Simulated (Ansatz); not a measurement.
(BeSe)4 cube (Be4Se4). Charge 0, multiplicity 1. Geometry PBE0-D4/def2-SVP, basis def2-TZVP, Ansatz.

```
run  HOMO (eV)  LUMO (eV)
  A      -6.38      -3.73
  B      -9.72      -0.19
  C      -6.65      -3.48
  D      -7.03      -3.25
  E      -7.43      -3.03
```

Question: The runs used HF, PBE, PBE0, r2SCAN, r2SCANh. Estimate which is which.

Answer: A PBE (0 % exact exchange); B HF (100 % exact exchange); C r2SCAN (0 % exact exchange); D r2SCANh (10 % exact exchange); E PBE0 (25 % exact exchange). Exact exchange lowers occupied and raises empty levels; among semilocal functionals meta-GGAs tend to open the gap a little, and such runs are hard to tell apart. The gap grows from 2.65 eV (PBE) to 9.53 eV (HF).
